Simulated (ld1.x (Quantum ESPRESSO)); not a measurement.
**Plane-wave convergence, TM potential for Mg (Z = 12)**

Mg, norm-conserving Troullier–Martins (Kleinman–Bylander form), made with ld1.x (Quantum ESPRESSO) 7.5 (PBE, scalar-relativistic). Core [Ne], reference 3s1.5 3p0 (charge +0.5). Waves: 3p (bound, empty): rc 2.75 bohr; 3d channel at 0.15 Ry: rc 2.15 bohr; 3s (bound): rc 2.65 bohr. Local part: the s channel. Core correction: none.

The pseudo-atom Hamiltonian at the reference potential is diagonalised in spherical Bessel functions j_l(qr) that vanish at 20 bohr, with q² up to the cutoff. All-electron valence levels (Ry): 3p -0.2970, 3s -0.5821.

Problem. How do the lowest levels (Ry) of each channel move with the cutoff, and are there ghosts?

Solution.

```tsv
cutoff (Ry)	p #1	p #2	d #1	d #2	s #1	f #1	f #2	Σ f·Δε (mRy)
8	-0.2970	-0.0500	-0.0570	0.0310	-0.5810	0.0310	0.1377	1.6
10	-0.2970	-0.0500	-0.0572	0.0308	-0.5810	0.0310	0.1377	1.5
12	-0.2970	-0.0501	-0.0573	0.0306	-0.5812	0.0310	0.1377	1.3
15	-0.2970	-0.0501	-0.0574	0.0305	-0.5816	0.0310	0.1377	0.8
18	-0.2970	-0.0501	-0.0575	0.0304	-0.5819	0.0310	0.1377	0.2
21	-0.2970	-0.0501	-0.0575	0.0304	-0.5820	0.0310	0.1377	0.1
400	-0.2970	-0.0501	-0.0575	0.0304	-0.5821	0.0310	0.1377	0.0
```

Result: no extra level below or beside the all-electron valence levels (p, d, s, f tested); 10 mRy is reached at 6 Ry and 1 mRy at 15 Ry.
